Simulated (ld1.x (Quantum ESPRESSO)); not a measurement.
## PBE ultrasoft dataset for Pm, scalar-relativistic all-electron reference.

| Item | Value |
| --- | --- |
| Element | promethium |
| Generator | ld1.x (Quantum ESPRESSO) 7.5 |
| Type | ultrasoft |
| Functional | PBE |
| Relativity | scalar-relativistic |
| Frozen core | [Kr] 4d10 |
| Valence charge | 15 |
| Reference configuration | 4f5 5s2 5p6 5d0 6s0 6p0 (charge +2) |
| Partial waves | 5s (bound): rcut 1.90, rcutus 2.60 bohr; 6s (bound, empty): rcut 1.90, rcutus 2.60 bohr; 5p (bound): rcut 2.15, rcutus 2.40 bohr; 6p (bound, empty): rcut 2.15, rcutus 2.40 bohr; 5d (bound, empty): rcut 2.80, rcutus 3.30 bohr; 5d channel at -0.55 Ry: rcut 2.80, rcutus 3.30 bohr; 4f (bound): rcut 0.90, rcutus 1.00 bohr; 4f channel at 0.45 Ry: rcut 0.90, rcutus 1.00 bohr |
| Local potential | all-electron potential smoothed inside 0.95 bohr (lloc = -1) |
| Core correction | Bessel-smoothed model core inside 0.60 bohr |
| Augmentation charge | built from norm-conserving waves at rcut, not smoothed further |

Calculated quality:

```json
{"Ghost test": "ghost state, extra bound levels that the all-electron valence spectrum of the same l lacks: d at -21.9 eV (s, p not tested); a true bound ghost makes a file unfit for plane-wave use (spherical-Bessel basis up to 400 Ry, 20 bohr box)", "Configuration tests": "test run stopped at test 3 of 7 (negative rho)", "Lowest eigenvalue of the overlap operator": "-0.86 (p channel); it is negative, so in a basis up to 400 Ry S is not positive definite and the file is unfit for use"}
```

Note: ghost state, extra bound levels that the all-electron valence spectrum of the same l lacks: d at -21.9 eV (s, p not tested). A true bound ghost makes a file unfit for plane-wave use. Its overlap operator is not positive definite in a basis up to 400 Ry (lowest eigenvalue s -0.42, p -0.86), so the file is unfit for use: the generalised eigenproblem breaks down once the basis is large enough, and its test numbers describe a broken file.

Generation and tests took about 3.4 s on one core of a shared server CPU.
